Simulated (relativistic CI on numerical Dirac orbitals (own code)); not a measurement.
**Spin-allowed bands of a d2 ion in an octahedral site, by hand**

Problem. Take Δ = 14300 cm⁻¹ and B = 830 cm⁻¹ for a d2 ion in an octahedral site. Calculate the three spin-allowed bands.

Working.
1. The terms of highest spin are 3F (energy 0) and 3P (15B = 12450 cm⁻¹). Here the F term splits into A2 at +1.2Δ = 17160, T2 at +0.2Δ = 2860 and T1 at −0.6Δ = -8580 cm⁻¹.
2. The two T1 states mix through the element 0.4Δ: H = [[-8580, 5720], [5720, 12450]], with roots ½(H₁₁ + H₂₂) ∓ ½√[(H₂₂ − H₁₁)² + 4H₁₂²] = ½(3870) ∓ ½(23940) = -10035 and 13905 cm⁻¹.
3. The ground term is 3T1 at -10035 cm⁻¹.
4. Bands: 3T2 12895 cm⁻¹ (775 nm), 3T1(P) 23940 cm⁻¹ (418 nm), 3A2 27195 cm⁻¹ (368 nm).

Check. Exact diagonalisation of the whole d2 shell with these parameters gives 3T2 12895, 3T1 23940, 3A2 27195 cm⁻¹. The match is exact, since without spin-orbit coupling no other term has this spin. The ratio of the second band to the first, 1.857, depends on Δ/B = 17.2 alone, which is how a Tanabe-Sugano diagram is read.
